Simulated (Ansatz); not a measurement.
```yaml
crystal:
  periodic: [false, false, false]
  atoms:
    - {symbol: N, position_ang: [-1.048286, 2.671292, -0.170128]}
    - {symbol: Al, position_ang: [-0.136654, -0.522929, -0.029026]}
    - {symbol: S, position_ang: [3.809331, -1.660246, 0.387776]}
    - {symbol: S, position_ang: [-3.037113, -3.441001, -0.280200]}
    - {symbol: H, position_ang: [0.132556, 4.159417, -0.092594]}
    - {symbol: H, position_ang: [-2.847697, 3.262265, -0.353705]}
    - {symbol: H, position_ang: [4.642289, 0.738588, 0.471131]}
    - {symbol: H, position_ang: [-1.340382, -5.315481, -0.038701]}
basis:
  gaussian: {orbitals: "6-31G*", final_grid: {core_spheres: 20, valence_spheres: 16, degree: 47}}
hamiltonian: {xc: {name: r2SCAN50}, dispersion: d3bj}
scf: {lower_state_search: off}
output: {forces: true}
```

```sh
$ ansatz run in.yaml --threads 2 --pin off --events-out ev --progress --plain --max-ram 32768MiB --backend cpu
```

It prints (some lines left out):

```
Warning: the engine holds no damping parameters fitted to this dispersion correction and functional, so the run takes those fitted to r2scan50 beside the three-body term, which d3bj leaves out (hamiltonian.dispersion, under Limitations)
Functional definition: r2SCAN50
764 factors; integrals over basis functions are off by at most 3.3e-4 eV
mean field evaluation 1: about -29774.7694 eV, gradient 4.8e1 eV
mean field evaluation 2: about -29517.4678 eV, gradient 1.6e2 eV
mean field evaluation 4: about -29640.8625 eV, gradient 1.5e2 eV
mean field evaluation 8: about -29782.8909 eV, gradient 3.5e1 eV
mean field evaluation 16: about -29785.3330 eV, gradient 2.8e1 eV
mean field evaluation 32: about -29790.9966 eV, gradient 1.5e-6 eV
mean field -29790.99656033 eV, -1094.7989305293 hartree, gradient 2.9e-6 eV, S^2 0.000000; 0 other end points of the search recorded, 0 dependent functions left out
reference -29790.99656910 eV, -1094.7989308515 hartree; 28, 28 occupied and 52, 52 virtual orbitals, 764 factors
Total energy: -29791.06495180 eV, -1094.8014438695 hartree
Atom 0 at    -1.048286     2.671292    -0.170128 Å, force    -1.088534     3.514870     0.258463 eV/Å
Atom 1 at    -0.136654    -0.522929    -0.029026 Å, force    -0.003262     0.072255    -0.151579 eV/Å
Atom 2 at     3.809331    -1.660246     0.387776 Å, force     0.406476     3.026067     0.051840 eV/Å
Atom 3 at    -3.037113    -3.441001    -0.280200 Å, force     2.407498    -1.772348     0.330283 eV/Å
Atom 4 at     0.132556     4.159417    -0.092594 Å, force    -2.976981    -3.220241    -0.369605 eV/Å
Atom 5 at    -2.847697     3.262265    -0.353705 Å, force     4.264318    -1.035138     0.266852 eV/Å
Atom 6 at     4.642289     0.738588     0.471131 Å, force    -1.015630    -2.843090    -0.103402 eV/Å
Atom 7 at    -1.340382    -5.315481    -0.038701 Å, force    -1.993885     2.257625    -0.282851 eV/Å
Dipole moment:    -0.214684     0.935775    -0.037772 e Å
Checks for a lower state left out: stability, starts, cluster_reference, orbital_swaps, neighbouring_geometries, increment
```

In this input the coordinates are in bohr but typed as ångström. The calculation finished and met its thresholds. The result belongs to that input, not to the molecule as meant.
